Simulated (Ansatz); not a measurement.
Ansatz (a quantum-chemistry and plane-wave program) input (B3LYP-D3(BJ)/def2-TZVP):

Ansatz 0.2 input:
```yaml
crystal:
  periodic: [false, false, false]
  atoms:
    - {symbol: Sc, position_ang: [-0.30994329, 0.07106844, 0.42106332]}
    - {symbol: F, position_ang: [-1.47632638, -1.06257391, -0.25697906]}
    - {symbol: F, position_ang: [0.63434471, 1.20892081, -0.83371197]}
    - {symbol: F, position_ang: [1.56518269, -0.31217326, 0.10820995]}
basis:
  gaussian:
    orbitals: def2-TZVP
hamiltonian:
  xc: b3lyp
  dispersion: d3bj
total_charge: 1
magnetization: {spin_polarized: true, initial_magnetization: 1}
phonons: {temperatures: {t_min: 298.15, t_max: 298.15, t_step: 100}}
```

Output:

```
Functional definition: B3LYP
integrals: 0.06 GiB planned
1021 factors; their error is unknown
mean field: 0.69 GiB planned
mean field evaluation 1: about -28833.4068 eV, gradient 7.3e1 eV
mean field evaluation 2: about -28418.7130 eV, gradient 3.5e2 eV
mean field evaluation 4: about -28847.9475 eV, gradient 1.6e1 eV
mean field evaluation 8: about -28848.7905 eV, gradient 1.2e-1 eV
mean field evaluation 16: about -28848.8840 eV, gradient 1.8e-3 eV
mean field -28848.88403783 eV, -1060.1769339144 hartree, gradient 5.5e-5 eV, S^2 0.760632; 2 other end points of the search recorded, 0 dependent functions left out
the calculation of the forces begins
reference -28848.88426575 eV, -1060.1769422902 hartree; 24, 23 occupied and 114, 115 virtual orbitals, 1021 factors
these checks for a lower state are left out or cut short: stability, starts, cluster_reference, orbital_swaps, neighbouring_geometries, increment
integrals: 0.06 GiB planned
1021 factors; their error is unknown
mean field: 0.69 GiB planned
mean field evaluation 32: about -28848.8840 eV, gradient 2.1e-4 eV
mean field -28848.88397798 eV, -1060.1769317150 hartree, gradient 1.3e-6 eV, S^2 0.760645; 0 other end points of the search recorded, 0 dependent functions left out
the calculation of the forces begins
reference -28848.88420605 eV, -1060.1769400963 hartree; 24, 23 occupied and 114, 115 virtual orbitals, 1021 factors
these checks for a lower state are left out or cut short: stability, starts, cluster_reference, orbital_swaps, neighbouring_geometries, increment
integrals: 0.06 GiB planned
1021 factors; their error is unknown
mean field: 0.68 GiB planned
mean field -28848.88397483 eV, -1060.1769315991 hartree, gradient 1.1e-6 eV, S^2 0.760618; 0 other end points of the search recorded, 0 dependent functions left out
the calculation of the forces begins
reference -28848.88420260 eV, -1060.1769399694 hartree; 24, 23 occupied and 114, 115 virtual orbitals, 1021 factors
these checks for a lower state are left out or cut short: stability, starts, cluster_reference, orbital_swaps, neighbouring_geometries, increment
integrals: 0.06 GiB planned
1021 factors; their error is unknown
mean field: 0.69 GiB planned
mean field -28848.88397075 eV, -1060.1769314494 hartree, gradient 2.4e-6 eV, S^2 0.760628; 0 other end points of the search recorded, 0 dependent functions left out
the calculation of the forces begins
reference -28848.88419865 eV, -1060.1769398244 hartree; 24, 23 occupied and 114, 115 virtual orbitals, 1021 factors
these checks for a lower state are left out or cut short: stability, starts, cluster_reference, orbital_swaps, neighbouring_geometries, increment
integrals: 0.06 GiB planned
1021 factors; their error is unknown
mean field: 0.69 GiB planned
mean field -28848.88397428 eV, -1060.1769315790 hartree, gradient 2.0e-6 eV, S^2 0.760636; 0 other end points of the search recorded, 0 dependent functions left out
the calculation of the forces begins
reference -28848.88420222 eV, -1060.1769399557 hartree; 24, 23 occupied and 114, 115 virtual orbitals, 1021 factors
these checks for a lower state are left out or cut short: stability, starts, cluster_reference, orbital_swaps, neighbouring_geometries, increment
integrals: 0.06 GiB planned
1021 factors; their error is unknown
mean field: 0.69 GiB planned
mean field -28848.88398631 eV, -1060.1769320211 hartree, gradient 2.2e-6 eV, S^2 0.760624; 0 other end points of the search recorded, 0 dependent functions left out
the calculation of the forces begins
reference -28848.88421412 eV, -1060.1769403929 hartree; 24, 23 occupied and 114, 115 virtual orbitals, 1021 factors
these checks for a lower state are left out or cut short: stability, starts, cluster_reference, orbital_swaps, neighbouring_geometries, increment
integrals: 0.06 GiB planned
1021 factors; their error is unknown
mean field: 0.69 GiB planned
mean field evaluation 64: about -28848.8840 eV, gradient 8.2e-5 eV
mean field -28848.88399694 eV, -1060.1769324115 hartree, gradient 1.7e-6 eV, S^2 0.760640; 0 other end points of the search recorded, 0 dependent functions left out
the calculation of the forces begins
reference -28848.88422496 eV, -1060.1769407914 hartree; 24, 23 occupied and 114, 115 virtual orbitals, 1021 factors
these checks for a lower state are left out or cut short: stability, starts, cluster_reference, orbital_swaps, neighbouring_geometries, increment
integrals: 0.06 GiB planned
1021 factors; their error is unknown
mean field: 0.69 GiB planned
mean field -28848.88399615 eV, -1060.1769323826 hartree, gradient 1.7e-6 eV, S^2 0.760628; 0 other end points of the search recorded, 0 dependent functions left out
the calculation of the forces begins
reference -28848.88422398 eV, -1060.1769407551 hartree; 24, 23 occupied and 114, 115 virtual orbitals, 1021 factors
these checks for a lower state are left out or cut short: stability, starts, cluster_reference, orbital_swaps, neighbouring_geometries, increment
integrals: 0.06 GiB planned
1021 factors; their error is unknown
mean field: 0.69 GiB planned
mean field -28848.88402399 eV, -1060.1769334058 hartree, gradient 2.6e-6 eV, S^2 0.760635; 0 other end points of the search recorded, 0 dependent functions left out
the calculation of the forces begins
reference -28848.88425200 eV, -1060.1769417850 hartree; 24, 23 occupied and 114, 115 virtual orbitals, 1021 factors
these checks for a lower state are left out or cut short: stability, starts, cluster_reference, orbital_swaps, neighbouring_geometries, increment
integrals: 0.06 GiB planned
1021 factors; their error is unknown
mean field: 0.69 GiB planned
mean field -28848.88403289 eV, -1060.1769337326 hartree, gradient 2.2e-6 eV, S^2 0.760623; 0 other end points of the search recorded, 0 dependent functions left out
the calculation of the forces begins
reference -28848.88426085 eV, -1060.1769421102 hartree; 24, 23 occupied and 114, 115 virtual orbitals, 1021 factors
these checks for a lower state are left out or cut short: stability, starts, cluster_reference, orbital_swaps, neighbouring_geometries, increment
integrals: 0.06 GiB planned
1021 factors; their error is unknown
mean field: 0.69 GiB planned
mean field -28848.88401830 eV, -1060.1769331966 hartree, gradient 1.9e-6 eV, S^2 0.760641; 0 other end points of the search recorded, 0 dependent functions left out
the calculation of the forces begins
reference -28848.88424617 eV, -1060.1769415706 hartree; 24, 23 occupied and 114, 115 virtual orbitals, 1021 factors
these checks for a lower state are left out or cut short: stability, starts, cluster_reference, orbital_swaps, neighbouring_geometries, increment
integrals: 0.06 GiB planned
1021 factors; their error is unknown
mean field: 0.69 GiB planned
mean field evaluation 96: about -28848.8840 eV, gradient 9.7e-5 eV
mean field -28848.88402805 eV, -1060.1769335549 hartree, gradient 2.1e-6 eV, S^2 0.760655; 0 other end points of the search recorded, 0 dependent functions left out
the calculation of the forces begins
reference -28848.88425602 eV, -1060.1769419328 hartree; 24, 23 occupied and 114, 115 virtual orbitals, 1021 factors
these checks for a lower state are left out or cut short: stability, starts, cluster_reference, orbital_swaps, neighbouring_geometries, increment
integrals: 0.06 GiB planned
1021 factors; their error is unknown
mean field: 0.69 GiB planned
mean field -28848.88400929 eV, -1060.1769328654 hartree, gradient 2.6e-6 eV, S^2 0.760608; 0 other end points of the search recorded, 0 dependent functions left out
the calculation of the forces begins
reference -28848.88423715 eV, -1060.1769412390 hartree; 24, 23 occupied and 114, 115 virtual orbitals, 1021 factors
these checks for a lower state are left out or cut short: stability, starts, cluster_reference, orbital_swaps, neighbouring_geometries, increment
integrals: 0.06 GiB planned
1021 factors; their error is unknown
mean field: 0.69 GiB planned
mean field -28848.88401527 eV, -1060.1769330854 hartree, gradient 2.9e-6 eV, S^2 0.760614; 0 other end points of the search recorded, 0 dependent functions left out
the calculation of the forces begins
reference -28848.88424313 eV, -1060.1769414590 hartree; 24, 23 occupied and 114, 115 virtual orbitals, 1021 factors
these checks for a lower state are left out or cut short: stability, starts, cluster_reference, orbital_swaps, neighbouring_geometries, increment
integrals: 0.06 GiB planned
1021 factors; their error is unknown
mean field: 0.69 GiB planned
mean field -28848.88402255 eV, -1060.1769333527 hartree, gradient 2.7e-6 eV, S^2 0.760650; 0 other end points of the search recorded, 0 dependent functions left out
the calculation of the forces begins
reference -28848.88425052 eV, -1060.1769417307 hartree; 24, 23 occupied and 114, 115 virtual orbitals, 1021 factors
Total energy: -28848.96610920 eV, -1060.1799499815 hartree
Atom 0 at    -0.309943     0.071068     0.421063 Å, force    -0.000110    -0.000042     0.000042 eV/Å
Atom 1 at    -1.476326    -1.062574    -0.256979 Å, force     0.000030     0.000024     0.000010 eV/Å
Atom 2 at     0.634345     1.208921    -0.833712 Å, force     0.000025     0.000035    -0.000042 eV/Å
Atom 3 at     1.565183    -0.312173     0.108210 Å, force     0.000056    -0.000017    -0.000010 eV/Å
Dipole moment:    -0.421568     0.406080     1.072380 e Å
Vibrations: 111.58 131.00 320.69 351.72 624.69 807.88 cm⁻¹, zero-point energy 0.145530 eV
```

The spin state was set by rule; other spins were not relaxed.
